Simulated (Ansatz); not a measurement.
Molecular dynamics of CH3BFNO

Input file:

```yaml
crystal:
  periodic: [false, false, false]
  atoms:
    - { symbol: C, position_ang: [-0.368375, 0.893545, -1.091884] }
    - { symbol: "N", position_ang: [-0.60674, -0.07021, -0.302243] }
    - { symbol: B, position_ang: [0.434422, -0.440941, 0.662121] }
    - { symbol: O, position_ang: [0.231999, -1.470053, 1.511075] }
    - { symbol: F, position_ang: [1.596863, 0.207505, 0.740384] }
    - { symbol: H, position_ang: [-1.122887, 1.200309, -1.825389] }
    - { symbol: H, position_ang: [0.570434, 1.467551, -1.098937] }
    - { symbol: H, position_ang: [-0.643514, -1.844806, 1.349074] }
basis:
  gaussian: { orbitals: "6-31G*" }
hamiltonian:
  xc: pbe0
md:
  timestep: 0.5
  n_steps: 200
  ensemble: nve
  temperature: 300.0
  initial_velocities: maxwell_boltzmann
  seed: 4215
```

Command:

```bash
$ ansatz run input.yaml --threads 1 --pin off --max-ram 2048MiB --backend cpu --events-out ev --progress --plain --runs-dir out
```

It starts at the highest image of a converged band. Of that band: A vibrational analysis at the climbing image gives no mode beyond 40i cm⁻¹: the surface is too flat there to confirm a saddle point.

Output, in part (one step line in 3, the closing report, with atoms numbered from 0):

```
md step     0: t =     0.00 fs  T =   300.0 K  F+E_penalty+E_count = -8010.03097321 eV  E_kin = 0.232668 eV  conserved = -8009.79830521 eV  (26 SCF iters)
md step     3: t =     1.50 fs  T =   252.5 K  F+E_penalty+E_count = -8009.99322769 eV  E_kin = 0.195823 eV  conserved = -8009.79740433 eV  (31 SCF iters)
md step     6: t =     3.00 fs  T =   219.7 K  F+E_penalty+E_count = -8009.96785980 eV  E_kin = 0.170389 eV  conserved = -8009.79747056 eV  (30 SCF iters)
md step     9: t =     4.50 fs  T =   203.6 K  F+E_penalty+E_count = -8009.95591761 eV  E_kin = 0.157933 eV  conserved = -8009.79798416 eV  (31 SCF iters)
md step    12: t =     6.00 fs  T =   140.3 K  F+E_penalty+E_count = -8009.90610686 eV  E_kin = 0.108774 eV  conserved = -8009.79733317 eV  (32 SCF iters)
md step    15: t =     7.50 fs  T =   113.0 K  F+E_penalty+E_count = -8009.88502171 eV  E_kin = 0.087666 eV  conserved = -8009.79735540 eV  (31 SCF iters)
md step    18: t =     9.00 fs  T =   123.7 K  F+E_penalty+E_count = -8009.89368478 eV  E_kin = 0.095961 eV  conserved = -8009.79772357 eV  (31 SCF iters)
md step    21: t =    10.50 fs  T =   126.5 K  F+E_penalty+E_count = -8009.89562075 eV  E_kin = 0.098111 eV  conserved = -8009.79751007 eV  (31 SCF iters)
md step    24: t =    12.00 fs  T =   133.3 K  F+E_penalty+E_count = -8009.90123809 eV  E_kin = 0.103385 eV  conserved = -8009.79785346 eV  (31 SCF iters)
md step    27: t =    13.50 fs  T =   114.9 K  F+E_penalty+E_count = -8009.88653748 eV  E_kin = 0.089101 eV  conserved = -8009.79743676 eV  (32 SCF iters)
md step    30: t =    15.00 fs  T =   116.1 K  F+E_penalty+E_count = -8009.88758152 eV  E_kin = 0.090039 eV  conserved = -8009.79754268 eV  (27 SCF iters)
md step    33: t =    16.50 fs  T =   124.2 K  F+E_penalty+E_count = -8009.89421178 eV  E_kin = 0.096338 eV  conserved = -8009.79787389 eV  (31 SCF iters)
md step    36: t =    18.00 fs  T =    94.1 K  F+E_penalty+E_count = -8009.87038964 eV  E_kin = 0.072990 eV  conserved = -8009.79739945 eV  (32 SCF iters)
md step    39: t =    19.50 fs  T =    98.5 K  F+E_penalty+E_count = -8009.87353339 eV  E_kin = 0.076382 eV  conserved = -8009.79715125 eV  (26 SCF iters)
md step    42: t =    21.00 fs  T =   159.6 K  F+E_penalty+E_count = -8009.92186114 eV  E_kin = 0.123754 eV  conserved = -8009.79810719 eV  (31 SCF iters)
md step    45: t =    22.50 fs  T =   157.9 K  F+E_penalty+E_count = -8009.92001710 eV  E_kin = 0.122447 eV  conserved = -8009.79757000 eV  (31 SCF iters)
md step    48: t =    24.00 fs  T =   162.6 K  F+E_penalty+E_count = -8009.92325714 eV  E_kin = 0.126108 eV  conserved = -8009.79714954 eV  (32 SCF iters)
md step    51: t =    25.50 fs  T =   226.8 K  F+E_penalty+E_count = -8009.97397793 eV  E_kin = 0.175863 eV  conserved = -8009.79811470 eV  (31 SCF iters)
md step    54: t =    27.00 fs  T =   223.0 K  F+E_penalty+E_count = -8009.97075296 eV  E_kin = 0.172968 eV  conserved = -8009.79778463 eV  (31 SCF iters)
md step    57: t =    28.50 fs  T =   186.1 K  F+E_penalty+E_count = -8009.94157295 eV  E_kin = 0.144297 eV  conserved = -8009.79727597 eV  (31 SCF iters)
md step    60: t =    30.00 fs  T =   186.2 K  F+E_penalty+E_count = -8009.94214168 eV  E_kin = 0.144393 eV  conserved = -8009.79774886 eV  (31 SCF iters)
md step    63: t =    31.50 fs  T =   170.6 K  F+E_penalty+E_count = -8009.92994074 eV  E_kin = 0.132335 eV  conserved = -8009.79760546 eV  (31 SCF iters)
md step    66: t =    33.00 fs  T =   153.4 K  F+E_penalty+E_count = -8009.91648241 eV  E_kin = 0.118988 eV  conserved = -8009.79749479 eV  (31 SCF iters)
md step    69: t =    34.50 fs  T =   155.4 K  F+E_penalty+E_count = -8009.91809533 eV  E_kin = 0.120502 eV  conserved = -8009.79759305 eV  (27 SCF iters)
md step    72: t =    36.00 fs  T =   166.6 K  F+E_penalty+E_count = -8009.92673656 eV  E_kin = 0.129216 eV  conserved = -8009.79752101 eV  (31 SCF iters)
md step    75: t =    37.50 fs  T =   188.4 K  F+E_penalty+E_count = -8009.94394631 eV  E_kin = 0.146114 eV  conserved = -8009.79783270 eV  (31 SCF iters)
md step    78: t =    39.00 fs  T =   177.5 K  F+E_penalty+E_count = -8009.93539301 eV  E_kin = 0.137657 eV  conserved = -8009.79773631 eV  (31 SCF iters)
md step    81: t =    40.50 fs  T =   148.8 K  F+E_penalty+E_count = -8009.91264554 eV  E_kin = 0.115422 eV  conserved = -8009.79722351 eV  (26 SCF iters)
md step    84: t =    42.00 fs  T =   168.0 K  F+E_penalty+E_count = -8009.92805670 eV  E_kin = 0.130278 eV  conserved = -8009.79777873 eV  (31 SCF iters)
md step    87: t =    43.50 fs  T =   157.5 K  F+E_penalty+E_count = -8009.92019008 eV  E_kin = 0.122177 eV  conserved = -8009.79801283 eV  (27 SCF iters)
md step    90: t =    45.00 fs  T =   101.9 K  F+E_penalty+E_count = -8009.87599429 eV  E_kin = 0.079042 eV  conserved = -8009.79695195 eV  (26 SCF iters)
md step    93: t =    46.50 fs  T =   130.5 K  F+E_penalty+E_count = -8009.89899067 eV  E_kin = 0.101240 eV  conserved = -8009.79775048 eV  (32 SCF iters)
md step    96: t =    48.00 fs  T =   151.2 K  F+E_penalty+E_count = -8009.91513218 eV  E_kin = 0.117229 eV  conserved = -8009.79790278 eV  (32 SCF iters)
md step    99: t =    49.50 fs  T =   131.6 K  F+E_penalty+E_count = -8009.89925962 eV  E_kin = 0.102060 eV  conserved = -8009.79719977 eV  (26 SCF iters)
md step   102: t =    51.00 fs  T =   165.8 K  F+E_penalty+E_count = -8009.92614523 eV  E_kin = 0.128588 eV  conserved = -8009.79755726 eV  (30 SCF iters)
md step   105: t =    52.50 fs  T =   206.5 K  F+E_penalty+E_count = -8009.95807898 eV  E_kin = 0.160153 eV  conserved = -8009.79792569 eV  (31 SCF iters)
md step   108: t =    54.00 fs  T =   202.0 K  F+E_penalty+E_count = -8009.95415995 eV  E_kin = 0.156641 eV  conserved = -8009.79751892 eV  (31 SCF iters)
md step   111: t =    55.50 fs  T =   196.4 K  F+E_penalty+E_count = -8009.94999288 eV  E_kin = 0.152292 eV  conserved = -8009.79770115 eV  (31 SCF iters)
md step   114: t =    57.00 fs  T =   180.2 K  F+E_penalty+E_count = -8009.93730416 eV  E_kin = 0.139718 eV  conserved = -8009.79758651 eV  (31 SCF iters)
md step   117: t =    58.50 fs  T =   166.8 K  F+E_penalty+E_count = -8009.92689650 eV  E_kin = 0.129370 eV  conserved = -8009.79752630 eV  (30 SCF iters)
md step   120: t =    60.00 fs  T =   163.2 K  F+E_penalty+E_count = -8009.92431023 eV  E_kin = 0.126592 eV  conserved = -8009.79771824 eV  (31 SCF iters)
md step   123: t =    61.50 fs  T =   145.6 K  F+E_penalty+E_count = -8009.91036414 eV  E_kin = 0.112931 eV  conserved = -8009.79743324 eV  (27 SCF iters)
md step   126: t =    63.00 fs  T =   154.4 K  F+E_penalty+E_count = -8009.91720218 eV  E_kin = 0.119782 eV  conserved = -8009.79742025 eV  (26 SCF iters)
md step   129: t =    64.50 fs  T =   180.0 K  F+E_penalty+E_count = -8009.93766967 eV  E_kin = 0.139604 eV  conserved = -8009.79806529 eV  (31 SCF iters)
md step   132: t =    66.00 fs  T =   147.6 K  F+E_penalty+E_count = -8009.91180685 eV  E_kin = 0.114477 eV  conserved = -8009.79733015 eV  (31 SCF iters)
md step   135: t =    67.50 fs  T =   146.8 K  F+E_penalty+E_count = -8009.91125988 eV  E_kin = 0.113833 eV  conserved = -8009.79742728 eV  (27 SCF iters)
md step   138: t =    69.00 fs  T =   165.1 K  F+E_penalty+E_count = -8009.92619436 eV  E_kin = 0.128082 eV  conserved = -8009.79811229 eV  (31 SCF iters)
md step   141: t =    70.50 fs  T =   116.1 K  F+E_penalty+E_count = -8009.88742939 eV  E_kin = 0.090066 eV  conserved = -8009.79736377 eV  (31 SCF iters)
md step   144: t =    72.00 fs  T =    98.2 K  F+E_penalty+E_count = -8009.87343217 eV  E_kin = 0.076157 eV  conserved = -8009.79727497 eV  (26 SCF iters)
md step   147: t =    73.50 fs  T =   128.6 K  F+E_penalty+E_count = -8009.89762541 eV  E_kin = 0.099744 eV  conserved = -8009.79788151 eV  (31 SCF iters)
md step   150: t =    75.00 fs  T =   126.3 K  F+E_penalty+E_count = -8009.89539838 eV  E_kin = 0.097921 eV  conserved = -8009.79747765 eV  (32 SCF iters)
md step   153: t =    76.50 fs  T =   142.7 K  F+E_penalty+E_count = -8009.90796316 eV  E_kin = 0.110649 eV  conserved = -8009.79731464 eV  (31 SCF iters)
md step   156: t =    78.00 fs  T =   197.9 K  F+E_penalty+E_count = -8009.95138783 eV  E_kin = 0.153510 eV  conserved = -8009.79787819 eV  (32 SCF iters)
md step   159: t =    79.50 fs  T =   221.4 K  F+E_penalty+E_count = -8009.96930743 eV  E_kin = 0.171723 eV  conserved = -8009.79758487 eV  (32 SCF iters)
md step   162: t =    81.00 fs  T =   234.8 K  F+E_penalty+E_count = -8009.97987195 eV  E_kin = 0.182134 eV  conserved = -8009.79773799 eV  (31 SCF iters)
md step   165: t =    82.50 fs  T =   227.2 K  F+E_penalty+E_count = -8009.97391341 eV  E_kin = 0.176222 eV  conserved = -8009.79769111 eV  (30 SCF iters)
md step   168: t =    84.00 fs  T =   207.0 K  F+E_penalty+E_count = -8009.95795214 eV  E_kin = 0.160540 eV  conserved = -8009.79741174 eV  (31 SCF iters)
md step   171: t =    85.50 fs  T =   209.3 K  F+E_penalty+E_count = -8009.96014501 eV  E_kin = 0.162321 eV  conserved = -8009.79782414 eV  (31 SCF iters)
md step   174: t =    87.00 fs  T =   182.3 K  F+E_penalty+E_count = -8009.93905297 eV  E_kin = 0.141391 eV  conserved = -8009.79766160 eV  (31 SCF iters)
md step   177: t =    88.50 fs  T =   155.1 K  F+E_penalty+E_count = -8009.91744831 eV  E_kin = 0.120290 eV  conserved = -8009.79715838 eV  (31 SCF iters)
md step   180: t =    90.00 fs  T =   181.8 K  F+E_penalty+E_count = -8009.93894843 eV  E_kin = 0.140977 eV  conserved = -8009.79797154 eV  (31 SCF iters)
md step   183: t =    91.50 fs  T =   165.1 K  F+E_penalty+E_count = -8009.92563174 eV  E_kin = 0.128017 eV  conserved = -8009.79761434 eV  (31 SCF iters)
md step   186: t =    93.00 fs  T =   143.1 K  F+E_penalty+E_count = -8009.90820885 eV  E_kin = 0.111016 eV  conserved = -8009.79719236 eV  (26 SCF iters)
md step   189: t =    94.50 fs  T =   174.8 K  F+E_penalty+E_count = -8009.93337155 eV  E_kin = 0.135555 eV  conserved = -8009.79781670 eV  (32 SCF iters)
md step   192: t =    96.00 fs  T =   174.5 K  F+E_penalty+E_count = -8009.93320647 eV  E_kin = 0.135327 eV  conserved = -8009.79787978 eV  (31 SCF iters)
md step   195: t =    97.50 fs  T =   140.4 K  F+E_penalty+E_count = -8009.90613920 eV  E_kin = 0.108927 eV  conserved = -8009.79721223 eV  (26 SCF iters)
md step   198: t =    99.00 fs  T =   154.3 K  F+E_penalty+E_count = -8009.91746344 eV  E_kin = 0.119674 eV  conserved = -8009.79778959 eV  (32 SCF iters)
md step   200: t =   100.00 fs  T =   156.6 K  F+E_penalty+E_count = -8009.91932276 eV  E_kin = 0.121481 eV  conserved = -8009.79784212 eV  (27 SCF iters)
Total energy: -8009.91933826 eV, -294.3591063626 hartree
Atom 0 at    -0.356529     0.714101    -1.244946 Å, force    -0.735014    -0.386565     0.734424 eV/Å
Atom 1 at    -0.604898     0.179535    -0.117099 Å, force     0.248715    -0.055989    -0.421076 eV/Å
Atom 2 at     0.419937    -0.411601     0.717215 Å, force     0.189660     0.220791    -0.437575 eV/Å
Atom 3 at     0.258674    -1.569732     1.399842 Å, force    -0.321649    -0.364682    -0.416696 eV/Å
Atom 4 at     1.571333     0.254548     0.809225 Å, force     0.188118    -0.178661     0.502595 eV/Å
Atom 5 at    -1.202746     1.179286    -1.725309 Å, force    -0.289937     0.428758    -0.593212 eV/Å
Atom 6 at     0.583690     0.749105    -1.807030 Å, force     0.295337    -0.175035     0.253103 eV/Å
Atom 7 at    -0.530536    -2.056748     1.085372 Å, force     0.424770     0.511383     0.378437 eV/Å
Dipole moment:    -0.240258    -0.098705    -0.442485 e Å
```

The run went to its last step. The conserved energy stayed within 0.17 meV per atom of its start (net change 0.058 meV per atom), so the integration is sound. The temperature averaged 0.56 of the 300 K drawn at the start: a run that starts near a minimum puts about half its kinetic energy into the potential. A run of 0.1 ps of so small a system gives no equilibrium averages. The orbitals stay closed-shell, which can raise the energy where a bond breaks towards radicals; this wasn't checked here.

The step under study would form B3–H8 and break O4–H8. These pairs go: B3–H8 1.90 → 1.94 Å, O4–H8 0.97 → 0.98 Å. In the last frame they stand as before the step (other bonds may differ from the relaxed reactants and products). It ends as one piece, CH3BFNO. Pairs count as bonded within 1.25 times the sum of covalent radii (0.12 Å more for H–H).

Last frame:

```xyz
8
Properties=species:S:1:pos:R:3
C -0.356 0.714 -1.245
N -0.605 0.179 -0.117
B 0.420 -0.412 0.717
O 0.259 -1.570 1.400
F 1.571 0.255 0.809
H -1.203 1.179 -1.725
H 0.584 0.749 -1.807
H -0.530 -2.057 1.085
```

Time of the run: 10 min on 1 thread of Arm Neoverse V1, with other jobs on the host, peak memory 0.15 GiB.
